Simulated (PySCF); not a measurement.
C6H7F3O.
Z-matrix (Å and degrees, PBE0-D3(BJ)/def2-SVP geometry), rows numbered from 1:
```
C 
C   1  1.3300
O   2  1.3586  1  121.82
C   3  1.3585  2  119.45  1   151.46
C   4  1.3371  3  124.96  2   -23.39
C   4  1.4970  3  110.53  2   156.01
C   6  1.5127  4  112.82  3   -84.97
F   7  1.3360  6  110.55  4   174.28
F   7  1.3364  6  111.50  4   -66.29
F   7  1.3337  6  112.00  4    54.15
H   1  1.0918  2  121.08  3    -3.61
H   1  1.0901  2  119.73  3   175.13
H   2  1.0967  1  123.53  3  -176.71
H   5  1.0898  4  119.54  3   178.50
H   5  1.0908  4  122.20  3    -2.17
H   6  1.0995  4  109.29  3    34.35
H   6  1.0975  4  111.24  3   154.16
```

All values: CAM-B3LYP/def2-SVPD (PySCF, non-relativistic), on one gas-phase PBE0-D3(BJ)/def2-SVP geometry that isn't relaxed in the solvent. The solvent is an IEF-PCM continuum (van der Waals radii × 1.2), and excitations are vertical TDDFT with non-equilibrium linear response and a frozen core. Specific hydrogen bonds and non-electrostatic terms are outside this model.

Gas-phase singlets (H = HOMO, L = LUMO):

```tsv
state	E (eV)	λ (nm)	f	leading configurations
S1	6.083	204	0.324	H→L 95%
S2	6.665	186	0.082	H→L+1 82%, H→L+3 8%
S3	6.954	178	0.032	H→L+2 86%
S4	7.238	171	0.031	H→L+3 49%, H-1→L 17%
S5	7.479	166	0.040	H→L+4 66%, H-1→L 11%
```

Problem. How does the list change in tetrahydrofuran (ε = 7.426)?

Solution. 
```json
{"state": "S1", "E (eV)": "5.983", "λ (nm)": "207", "f": "0.415", "leading configurations": "H→L 95%", "change by rank (eV)": "-0.100"}
{"state": "S2", "E (eV)": "6.639", "λ (nm)": "187", "f": "0.115", "leading configurations": "H→L+1 76%, H→L+2 10%", "change by rank (eV)": "-0.026"}
{"state": "S3", "E (eV)": "6.978", "λ (nm)": "178", "f": "0.048", "leading configurations": "H→L+2 74%, H→L+3 14%", "change by rank (eV)": "+0.024"}
{"state": "S4", "E (eV)": "7.290", "λ (nm)": "170", "f": "0.056", "leading configurations": "H-1→L 34%, H→L+3 26%", "change by rank (eV)": "+0.052"}
{"state": "S5", "E (eV)": "7.452", "λ (nm)": "166", "f": "0.200", "leading configurations": "H-1→L 58%, H-1→L+1 10%", "change by rank (eV)": "-0.027"}
```

Problem. What are the lowest 5 singlets in dimethylsulfoxide (ε = 46.83)?

Solution. 
```csv
state,E (eV),λ (nm),f,leading configurations,change by rank (eV)
S1,5.974,208,0.427,H→L 95%,-0.109
S2,6.634,187,0.120,"H→L+1 75%, H→L+2 12%",-0.031
S3,6.984,178,0.052,"H→L+2 69%, H→L+3 19%",+0.030
S4,7.301,170,0.063,"H-1→L 38%, H→L+3 21%",+0.063
S5,7.451,166,0.191,"H-1→L 54%, H-1→L+1 11%",-0.028
```

Problem. The ground-state energy changes by -0.215 eV from gas to dimethylsulfoxide. By how much does the total energy of gas-phase S1 change?

Solution. E(S1) = E(S0) + excitation energy, so it changes by -0.215 − 0.109 = -0.324 eV: it is lowered more than the ground state, which is what a red shift means. This is the vertical state, with the slow part of the continuum still set for S0.

Problem. How do the frontier levels move from gas to dimethylsulfoxide?

Solution. 
```tsv
orbital	gas (eV)	solvent (eV)	change (eV)	Löwdin shares, gas	Löwdin shares, solvent
LUMO+2	1.66	1.82	+0.16	C2 19 %, C1 16 %, C5 14 %, C4 10 %	C2 18 %, C1 14 %, C4 11 %, C5 10 %
LUMO+1	1.23	1.34	+0.11	C2 13 %, C5 12 %, C1 10 %, C6 8 %	C2 11 %, C7 11 %, C5 10 %, C1 9 %
LUMO	0.69	0.89	+0.20	C4 20 %, C5 20 %, C1 12 %, C2 10 %	C4 19 %, C5 19 %, C1 14 %, C2 12 %
HOMO	-8.24	-8.11	+0.13	O3 22 %, C1 22 %, C5 20 %, C2 14 %	O3 22 %, C5 21 %, C1 20 %, C2 13 %
HOMO-1	-9.56	-9.41	+0.15	C5 20 %, C4 19 %, C2 19 %, C1 18 %	C2 19 %, C1 19 %, C4 18 %, C5 18 %
HOMO-2	-11.81	-11.65	+0.16	O3 30 %, C2 17 %, H13 10 %, C1 10 %	O3 29 %, C2 18 %, H13 11 %, C1 11 %
HOMO-3	-12.49	-12.24	+0.25	C6 18 %, C4 15 %, O3 14 %, C5 14 %	C6 18 %, C5 18 %, C4 14 %, O3 12 %
```

The HOMO–LUMO gap goes from 8.93 to 8.99 eV.
